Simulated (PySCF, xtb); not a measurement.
Cl2HSi, SMILES Cl[SiH]Cl, multiplicity 2.

Harmonic wavenumbers (cm⁻¹) from GFN2-xTB (xtb) at its own minimum, in rising order: 147, 466, 511, 519, 575, 2310.

What does TPSSh-D3(BJ)/def2-TZVP (PySCF 2.14.0) give at its own minimum? (The exact figures need the calculation; the answer reports its results.)

176, 508, 568, 655, 744, 2196. Paired by order, the mean absolute difference is 91 cm⁻¹ and the zero-point energies are 6.5 and 6.9 kcal/mol.
